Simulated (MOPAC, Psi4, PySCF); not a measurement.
Approach curve of the dimer BF3 ··· Br2 (SMILES FB(F)F and BrBr). Monomers: optimised at B3LYP-D3(BJ) (def2-TZVP), held rigid. Orientation: lowest of the rigid-body minima from ten starts at GFN2-xTB. R is the distance of the centres of mass, along which the second monomer moves.

Methods: PM3, restricted, heats of formation (MOPAC); RHF/6-31G* = restricted Hartree-Fock/6-31G*, spherical d, no counterpoise correction (PySCF 2.14.0); PBE/def2-TZVP, counterpoise-corrected (Psi4); SAPT0/jun-cc-pVDZ, frozen core (Psi4).

Interaction energies in kcal/mol:

```
R / Å    PM3  RHF/6-31G*  PBE/def2-TZVP
-----  -----  ----------  -------------
3.30    2.14        5.40           4.58
3.47    2.54        2.84           2.39
3.68    1.80        1.15           0.95
3.86    1.09        0.45           0.34
4.10    0.47        0.05          -0.02
4.24    0.25       -0.03          -0.10
4.56    0.01       -0.04          -0.14
4.85   -0.06       -0.01          -0.10
5.38   -0.07        0.03          -0.03
6.03   -0.04        0.03           0.01
7.04   -0.01        0.02           0.02
8.37    0.00        0.01           0.01
```

Estimate the SAPT0/jun-cc-pVDZ values at these points.

3.30: 4.06; 3.47: 2.00; 3.68: 0.68; 3.86: 0.15; 4.10: -0.14; 4.24: -0.20; 4.56: -0.21; 4.85: -0.16; 5.38: -0.08; 6.03: -0.03; 7.04: 0.00; 8.37: 0.00 (kcal/mol).
